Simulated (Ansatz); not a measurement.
CH₇F₂NSi₂, SMILES [SiH2](C(N)[SiH2]F)F.

Coordinates come from a r2SCAN-D4/def2-SVP optimisation. The structure was generated by enumeration, and PubChem lists no compound with its InChIKey, so it may never have been made. The values are those of a single conformer.

Two levels are set side by side: PBE/def2-SVPD (Ansatz, a first-principles code) and CAM-B3LYP/def2-SVPD (Ansatz). Energy differences of separate SCF runs at the same geometry; the states with an electron removed or added have multiplicity 2 and 2. Differences are taken from unrounded values.

| quantity | PBE |
|---|---|
| vertical ionisation energy (eV) | 9.01 |
| vertical singlet–triplet gap (eV) | 5.12 |

These are the PBE values. What does CAM-B3LYP give? (The exact figures need the calculation; the answer reports its results.)


```tsv
quantity	CAM-B3LYP	PBE minus CAM-B3LYP
vertical ionisation energy (eV)	9.39	-0.38
vertical singlet–triplet gap (eV)	5.86	-0.74
```
